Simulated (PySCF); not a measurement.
In(OH)3(py), C5H8InNO3, singlet, GFN2-xTB optimised geometry.

```
18

In    -2.75    -0.68     0.00
O     -3.08    -1.69     1.64
H     -3.61    -2.46     1.43
O     -3.13    -1.59    -1.68
H     -3.45    -0.95    -2.32
O     -3.00     1.26     0.00
H     -3.34     1.53     0.85
C      2.26    -0.67    -0.11
C      1.59    -1.53     0.75
C      0.21    -1.50     0.77
N     -0.49    -0.68     0.00
C      0.14     0.15    -0.82
C      1.52     0.19    -0.90
H      3.34    -0.67    -0.15
H      2.13    -2.22     1.38
H     -0.38    -2.14     1.41
H     -0.50     0.80    -1.40
H      2.00     0.88    -1.58
```

Density from PBE0/def2-SVP, def2 effective core potentials past Kr (PySCF 2.14.0) at that geometry. The core electrons that the potentials of In replace are not part of the density.

Minimum of the electron density along straight lines between bonded atoms, close to the bond critical point (lines longer than 1.1 times the sum of covalent radii, or with two minima, are not listed):

```json
[
 {"bond": "In1–O2", "length / Å": "1.953", "ρ at the minimum / e bohr⁻³": "0.112", "∇²ρ there / e bohr⁻⁵": "0.70", "position (fraction from the first atom)": "0.52"},
 {"bond": "O2–H3", "length / Å": "0.955", "ρ at the minimum / e bohr⁻³": "0.360", "∇²ρ there / e bohr⁻⁵": "-2.27", "position (fraction from the first atom)": "0.81"},
 {"bond": "In1–O4", "length / Å": "1.949", "ρ at the minimum / e bohr⁻³": "0.113", "∇²ρ there / e bohr⁻⁵": "0.71", "position (fraction from the first atom)": "0.52"},
 {"bond": "O4–H5", "length / Å": "0.955", "ρ at the minimum / e bohr⁻³": "0.360", "∇²ρ there / e bohr⁻⁵": "-2.24", "position (fraction from the first atom)": "0.81"},
 {"bond": "In1–O6", "length / Å": "1.954", "ρ at the minimum / e bohr⁻³": "0.112", "∇²ρ there / e bohr⁻⁵": "0.70", "position (fraction from the first atom)": "0.52"},
 {"bond": "O6–H7", "length / Å": "0.954", "ρ at the minimum / e bohr⁻³": "0.360", "∇²ρ there / e bohr⁻⁵": "-2.27", "position (fraction from the first atom)": "0.81"},
 {"bond": "C8–C9", "length / Å": "1.387", "ρ at the minimum / e bohr⁻³": "0.312", "∇²ρ there / e bohr⁻⁵": "-0.80", "position (fraction from the first atom)": "0.50"},
 {"bond": "C9–C10", "length / Å": "1.385", "ρ at the minimum / e bohr⁻³": "0.315", "∇²ρ there / e bohr⁻⁵": "-0.82", "position (fraction from the first atom)": "0.49"},
 {"bond": "In1–N11", "length / Å": "2.260", "ρ at the minimum / e bohr⁻³": "0.063", "∇²ρ there / e bohr⁻⁵": "0.28", "position (fraction from the first atom)": "0.50"},
 {"bond": "C10–N11", "length / Å": "1.323", "ρ at the minimum / e bohr⁻³": "0.344", "∇²ρ there / e bohr⁻⁵": "-0.80", "position (fraction from the first atom)": "0.34"},
 {"bond": "N11–C12", "length / Å": "1.323", "ρ at the minimum / e bohr⁻³": "0.344", "∇²ρ there / e bohr⁻⁵": "-0.81", "position (fraction from the first atom)": "0.66"},
 {"bond": "C8–C13", "length / Å": "1.387", "ρ at the minimum / e bohr⁻³": "0.311", "∇²ρ there / e bohr⁻⁵": "-0.80", "position (fraction from the first atom)": "0.50"},
 {"bond": "C12–C13", "length / Å": "1.384", "ρ at the minimum / e bohr⁻³": "0.315", "∇²ρ there / e bohr⁻⁵": "-0.82", "position (fraction from the first atom)": "0.51"},
 {"bond": "C8–H14", "length / Å": "1.080", "ρ at the minimum / e bohr⁻³": "0.286", "∇²ρ there / e bohr⁻⁵": "-1.12", "position (fraction from the first atom)": "0.64"},
 {"bond": "C9–H15", "length / Å": "1.079", "ρ at the minimum / e bohr⁻³": "0.285", "∇²ρ there / e bohr⁻⁵": "-1.11", "position (fraction from the first atom)": "0.64"},
 {"bond": "C10–H16", "length / Å": "1.082", "ρ at the minimum / e bohr⁻³": "0.290", "∇²ρ there / e bohr⁻⁵": "-1.18", "position (fraction from the first atom)": "0.66"},
 {"bond": "C12–H17", "length / Å": "1.083", "ρ at the minimum / e bohr⁻³": "0.289", "∇²ρ there / e bohr⁻⁵": "-1.17", "position (fraction from the first atom)": "0.65"},
 {"bond": "C13–H18", "length / Å": "1.079", "ρ at the minimum / e bohr⁻³": "0.285", "∇²ρ there / e bohr⁻⁵": "-1.11", "position (fraction from the first atom)": "0.64"}
]
```
